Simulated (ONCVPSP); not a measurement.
## What one change does to a pseudopotential (As, ONCV)

| Item | Value |
| --- | --- |
| Element | arsenic (As) |
| Generator | ONCVPSP 4.0.1 |
| Type | optimised norm-conserving Vanderbilt (ONCV) |
| Functional | LDA (Perdew-Zunger) |
| Relativity | scalar-relativistic |
| Frozen core | [Ar] 3d10 |
| Valence charge | 5 |
| Reference configuration | 4s2 4p3 |
| Partial waves | 4s: rc 1.50 bohr, ncon 4, nbas 8, qcut 4.8 1/bohr, 2 projectors, debl 2.3 Ha; 4p: rc 1.60 bohr, ncon 4, nbas 8, qcut 5.4 1/bohr, 2 projectors, debl 3.4 Ha |
| Local potential | polynomial inside 1.05 bohr (lpopt 5, dvloc0 0 Ha) |
| Core correction | Teter function, fcfact 5.25, rcfact 1.65 |

Change: local potential polynomial inside 1.05 bohr (lpopt 5, dvloc0 2.5 Ha).

Cutoffs: the cutoffs (Ha) at which the residual kinetic energy of the hardest occupied pseudo-wave falls to 1 and 0.1 mHa per electron; they do not see the model core or the augmentation charge, which bear on the density cutoff. Errors are all-electron minus pseudo energies relative to the spin-unpolarised reference configuration.

Q: Predict the effect on cutoff, ghosts and configuration errors.

A: The potential gets neither clearly harder nor softer (10 Ha and 17 Ha → 10 Ha and 17 Ha); the lowest positive-energy flag moves from s at 27.4 eV to s at 62.8 eV; the errors of the 4 common tests hardly move; the range in which the s phases agree widens (upper end 1.0 → 2.3); neither file shows a bound ghost.

```csv
quantity,base,changed
"cutoff, loose",10 Ha,10 Ha
"cutoff, tight",17 Ha,17 Ha
bound ghosts,none,none
GHOST(+) flags under 300 eV,"s at 27.4 eV, p at 161.5 eV",s at 62.8 eV
"error for 4s2 4p2, meV [ΔE 9.33 eV]",-21,-21
"error for 4s2 4p1, meV [ΔE 27.49 eV]",-136,-137
"error for 4s2 4p0, meV [ΔE 55.53 eV]",-471,-471
"error for 4s1 4p4, meV [ΔE 9.48 eV]",-8.0,-8.0
s: phases at 1.52 bohr within 0.05 rad from the reference energy up to (Ha; the scan ends near 5),1.0,2.3
p: phases at 1.62 bohr within 0.05 rad from the reference energy up to (Ha; the scan ends near 5),to the end of the scan,to the end of the scan
"rms error of d²Exc/dni dnj with the model core, mHa",3.42,3.42
```

Base: The cutoffs count occupied waves only; projector 2 of the p channel, the hardest unoccupied one, needs 81 Ha at the loose tolerance. Changed file: The cutoffs count occupied waves only; projector 2 of the p channel, the hardest unoccupied one, needs 81 Ha at the loose tolerance.
